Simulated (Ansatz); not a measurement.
The same hydrogenolysis along the group F, Cl, Br.

Calculated with Ansatz (gas phase, PBE0-D4/def2-TZVP geometries, no zero-point term in ΔE). CCSD(T)/CBS is the MP2 limit (def2-TZVPP, def2-QZVPP) plus CCSD(T) − MP2 in def2-TZVPP, frozen cores. Small cases extrapolate CCSD(T) itself. DFT in def2-TZVPP. For Br outer-core shells are correlated without core-valence functions, which leaves a few kJ/mol of doubt a bond. Scalar relativity is left out up to krypton. One conformer a species, not always the lowest.

| reaction | CCSD(T)/CBS(def2) (kJ/mol) |
| --- | --- |
| `[OH][Al]([OH])[F]` + H₂ → `[OH][AlH][OH]` + H–F | 160 |
| `[OH][Al]([OH])[Cl]` + H₂ → `[OH][AlH][OH]` + HCl | 144 |
| `[OH][Al]([OH])[Br]` + H₂ → `[OH][AlH][OH]` + HBr | ? |

Fill in the missing values. (Estimate.)

Computed: `[OH][Al]([OH])[Br]` + H₂ → `[OH][AlH][OH]` + HBr: +142.4 kJ/mol.

Largest T1 diagnostic: 0.012, for `[OH][AlH][OH]`.

Extrapolated directly: `[OH][Al]([OH])[Cl]` + H₂ → `[OH][AlH][OH]` + HCl.
